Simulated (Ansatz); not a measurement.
Molecule: sum formula SnOBr, charge -1, multiplicity 1. 
Coordinates optimised at B3LYP-D3(BJ)/def2-TZVP (Ansatz, a program for electronic structure):
```xyz
3

Sn     0.9729    -0.3381    -0.0378
O      1.3749     0.1484    -1.7956
Br    -1.7042     0.4490     0.4644
```
Charge -1, spin multiplicity 1.

Basis-set convergence of Hartree-Fock and CCSD(T) correlation energies (hartree) with Ansatz. Cores are frozen in the correlated levels unless marked. Spin-orbit coupling is left out. Frozen are the shells of the preceding noble gas and the d and f shells that filled before the atom's block. Past Kr the def2 sets carry scalar-relativistic core potentials.

The T1 diagnostic of CCSD in the largest basis is 0.026, which is high, so the coupled-cluster rows are less sure than usual.

| basis | functions | E(HF) | E(corr, CCSD(T)) | rough core time |
|---|---|---|---|---|
| def2-SVPD | 96 | -2860.33924 | -0.45486 | under 20 s |
| def2-TZVPPD | 153 | (withheld) | (withheld) | 22 s |

Question: What belongs in the gaps?

Answer: 
- def2-TZVPPD, E(HF): -2860.75053
- def2-TZVPPD, E(corr, CCSD(T)): -0.55394
